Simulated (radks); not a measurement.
Effect of the nuclear size on neutral tellurium, [Kr] 4d10 5s2 5p4. All-electron calculation, Dirac Kohn-Sham, exchange-only LDA, spin-unpolarised, spherical densities, finite nucleus; open shells are shared between the two j in proportion to 2j + 1; Fermi nuclear charge, rms radius 4.7423 fm. Program: a radial shooting solver on a logarithmic mesh with Libxc functionals. The rms radius is varied about that value; shifts are against it.

| rms radius (fm) | total energy shift (eV) | density at nucleus (e/bohr^3) | 1s1/2 shift (meV) | 2s1/2 shift (meV) | 4p1/2 shift (meV) | 5s1/2 shift (meV) | 5p3/2 shift (meV) |
|---|---|---|---|---|---|---|---|
| 4.1258 | -1.29 | 2.323e+05 | -538 | -62.6 | 0.190 | -0.289 | 0.031 |
| 4.325 | -0.887 | 2.305e+05 | -371 | -43.2 | 0.131 | -0.200 | 0.022 |
| 4.7423 | 0 | 2.27e+05 | 0.000 | 0.000 | 0.000 | 0.000 | 0.000 |
| 5.0363 | 0.665 | 2.248e+05 | 279 | 32.4 | -0.098 | 0.150 | -0.016 |
| 5.7192 | 2.34 | 2.201e+05 | 980 | 114 | -0.346 | 0.526 | -0.057 |

Slopes of the eigenvalues against <r^2> in GHz/fm^2, as finite differences over the two radii next to the reference (eigenvalue slopes, not the field-shift constants of lines): 1s1/2 23600, 2s1/2 2740, 4p1/2 -8.33, 5s1/2 12.7, 5p3/2 -1.37.
